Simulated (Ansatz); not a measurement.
`N[Si](F)(F)Cl` + `[BH2][GaH][OH]` → `N[SiH](F)Cl` + `[BH2][Ga]([OH])[F]`  (redistribution)

Isolated molecules relaxed with PBE0-D4/def2-TZVP in Ansatz; ΔE leaves out vibrations. CCSD(T)/CBS is the MP2 limit (def2-TZVPP, def2-QZVPP) plus CCSD(T) − MP2 in def2-TZVPP, frozen cores. This one scheme is used for every species. DFT in def2-TZVPP. B3LYP here is the variant with VWN-RPA as its local correlation; programs differ in this. HSE06 is defined as in plane-wave codes. For Ga outer-core shells are correlated without core-valence functions, which leaves a few kJ/mol of doubt a bond. Scalar relativity is left out up to krypton. Each species was taken in one conformer, which may not be the lowest.

```json
{"level": "LDA (SPW92)", "ΔE (kcal/mol)": "11.4", "difference from CCSD(T)/CBS": "1.2"}
{"level": "PBE-D4", "ΔE (kcal/mol)": "8.9", "difference from CCSD(T)/CBS": "-1.3"}
{"level": "revPBE-D4", "ΔE (kcal/mol)": "9.0", "difference from CCSD(T)/CBS": "-1.2"}
{"level": "BLYP-D4", "ΔE (kcal/mol)": "8.5", "difference from CCSD(T)/CBS": "-1.7"}
{"level": "r2SCAN-D4", "ΔE (kcal/mol)": "10.7", "difference from CCSD(T)/CBS": "0.5"}
{"level": "B97M-V", "ΔE (kcal/mol)": "12.8", "difference from CCSD(T)/CBS": "2.6"}
{"level": "PBE0-D4", "ΔE (kcal/mol)": "9.9", "difference from CCSD(T)/CBS": "-0.3"}
{"level": "B3LYP-D4", "ΔE (kcal/mol)": "9.3", "difference from CCSD(T)/CBS": "-0.9"}
{"level": "r2SCANh-D4", "ΔE (kcal/mol)": "10.9", "difference from CCSD(T)/CBS": "0.7"}
{"level": "HSE06-D4", "ΔE (kcal/mol)": "9.8", "difference from CCSD(T)/CBS": "-0.4"}
{"level": "BHLYP-D4", "ΔE (kcal/mol)": "10.1", "difference from CCSD(T)/CBS": "-0.1"}
{"level": "CAM-B3LYP-D4", "ΔE (kcal/mol)": "9.5", "difference from CCSD(T)/CBS": "-0.7"}
{"level": "ωB97X-V", "ΔE (kcal/mol)": "8.8", "difference from CCSD(T)/CBS": "-1.4"}
{"level": "ωB97M-V", "ΔE (kcal/mol)": "10.1", "difference from CCSD(T)/CBS": "-0.1"}
{"level": "B2PLYP", "ΔE (kcal/mol)": "8.8", "difference from CCSD(T)/CBS": "-1.4"}
{"level": "PBE", "ΔE (kcal/mol)": "8.6", "difference from CCSD(T)/CBS": "-1.6"}
{"level": "BLYP", "ΔE (kcal/mol)": "7.7", "difference from CCSD(T)/CBS": "-2.5"}
{"level": "r2SCAN", "ΔE (kcal/mol)": "10.6", "difference from CCSD(T)/CBS": "0.4"}
{"level": "PBE0", "ΔE (kcal/mol)": "9.6", "difference from CCSD(T)/CBS": "-0.6"}
{"level": "B3LYP", "ΔE (kcal/mol)": "8.8", "difference from CCSD(T)/CBS": "-1.4"}
{"level": "r2SCANh", "ΔE (kcal/mol)": "10.8", "difference from CCSD(T)/CBS": "0.6"}
{"level": "r2SCAN0", "ΔE (kcal/mol)": "11.0", "difference from CCSD(T)/CBS": "0.8"}
{"level": "HSE06", "ΔE (kcal/mol)": "9.6", "difference from CCSD(T)/CBS": "-0.6"}
{"level": "BHLYP", "ΔE (kcal/mol)": "9.7", "difference from CCSD(T)/CBS": "-0.5"}
{"level": "CAM-B3LYP", "ΔE (kcal/mol)": "9.3", "difference from CCSD(T)/CBS": "-0.9"}
{"level": "LC-ωPBE", "ΔE (kcal/mol)": "8.9", "difference from CCSD(T)/CBS": "-1.3"}
{"level": "RPA@PBE/def2-TZVPP", "ΔE (kcal/mol)": "9.5", "difference from CCSD(T)/CBS": "-0.7"}
{"level": "HF/def2-SVP", "ΔE (kcal/mol)": "4.0", "difference from CCSD(T)/CBS": "-6.2"}
{"level": "MP2/def2-SVP", "ΔE (kcal/mol)": "3.2", "difference from CCSD(T)/CBS": "-7.0"}
{"level": "CCSD/def2-SVP", "ΔE (kcal/mol)": "3.7", "difference from CCSD(T)/CBS": "-6.5"}
{"level": "CCSD(T)/def2-SVP", "ΔE (kcal/mol)": "3.6", "difference from CCSD(T)/CBS": "-6.6"}
{"level": "HF/def2-TZVPP", "ΔE (kcal/mol)": "9.7", "difference from CCSD(T)/CBS": "-0.5"}
{"level": "SCS-MP2/def2-TZVPP", "ΔE (kcal/mol)": "8.5", "difference from CCSD(T)/CBS": "-1.7"}
{"level": "CCSD/def2-TZVPP", "ΔE (kcal/mol)": "9.9", "difference from CCSD(T)/CBS": "-0.3"}
{"level": "CCSD(T)/def2-TZVPP", "ΔE (kcal/mol)": "9.7", "difference from CCSD(T)/CBS": "-0.5"}
{"level": "HF/def2-QZVPP", "ΔE (kcal/mol)": "9.9", "difference from CCSD(T)/CBS": "-0.3"}
{"level": "MP2/def2-QZVPP", "ΔE (kcal/mol)": "9.3", "difference from CCSD(T)/CBS": "-0.9"}
{"level": "SCS-MP2/def2-QZVPP", "ΔE (kcal/mol)": "8.9", "difference from CCSD(T)/CBS": "-1.3"}
{"level": "HF/CBS(def2)", "ΔE (kcal/mol)": "10.0", "difference from CCSD(T)/CBS": "-0.2"}
{"level": "MP2/CBS(def2)", "ΔE (kcal/mol)": "9.4", "difference from CCSD(T)/CBS": "-0.8"}
{"level": "CCSD(T)/CBS", "ΔE (kcal/mol)": "10.2", "difference from CCSD(T)/CBS": "0"}
```

Largest T1 diagnostic among the species: 0.015.

From BLYP to BHLYP (50 % exact exchange), in def2-TZVPP and without D4, ΔE moves by +2.0 kcal/mol. Leaving LDA and LC-ωPBE aside and taking each functional with its dispersion term where it has one, the values spread over 4.3 kcal/mol, from BLYP-D4 to B97M-V. LDA lies +2.8 kcal/mol from PBE without D4. At CCSD(T), def2-SVP lies −6.6 kcal/mol from the extrapolated value and def2-TZVPP −0.5 kcal/mol.
